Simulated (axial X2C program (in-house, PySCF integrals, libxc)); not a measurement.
## Potential curves of TiS⁺, two-component

Computed with an in-house relativistic program for diatomic molecules. Two-component (2c) means X2C with spin–orbit coupling and atomic mean-field two-electron Coulomb and Gaunt terms. Basis: Ti dyall-cv3z [10s10p6d4f2g], S dyall-av3z [9s8p3d2f] (cores contracted in-house); Gaussian nuclei, density fitting, unrestricted open shells. Masses: Ti 47.948 u, S 31.972 u.

State: Ω = 3/2 (⟨Sz⟩ = -0.50, ⟨Lz⟩ = 2.00 at LDA). Energies in kJ/mol from the lowest point of each curve. Fits are polynomials in 1 − R0/R over 0.85 to 1.23 times the lowest point R0.

| R (Å) | LDA | PBE0 |
| --- | --- | --- |
| 1.7626 | 127.79 | 135.97 |
| 1.8437 | 52.77 | 56.93 |
| 1.9044 | 20.51 | 22.66 |
| 1.9652 | 4.04 | 4.88 |
| 2.0260 | 0.00 | 0.00 |
| 2.0969 | 7.24 | 6.28 |
| 2.1678 | 23.88 | 20.98 |
| 2.2590 | 54.39 | 46.30 |
| 2.3704 | 99.04 | 80.96 |
| 2.5325 | 166.66 | 131.52 |

The state is a single determinant with fixed occupations, the lowest that a limited PBE0 search found. Density functionals use the spin component along the axis (collinear). Without a current term, density functionals place determinants with orbital angular momentum somewhat too high. At some level and bond length an empty orbital lies below a filled one. The determinant is spin-polarised beyond a pure state at some levels (its spin-free form has ⟨S²⟩ too high), which makes Re and μ there less reliable.

Fit the LDA curve near its minimum: give the equilibrium distance and the harmonic wavenumber.

At LDA, 2c: Re = 2.019 Å, ωe ≈ 626 cm⁻¹; Be follows as 0.216 cm⁻¹.

What are Re and ωe at the PBE0 level?

At PBE0, 2c: Re = 2.023 Å, ωe ≈ 623 cm⁻¹; Be follows as 0.215 cm⁻¹.
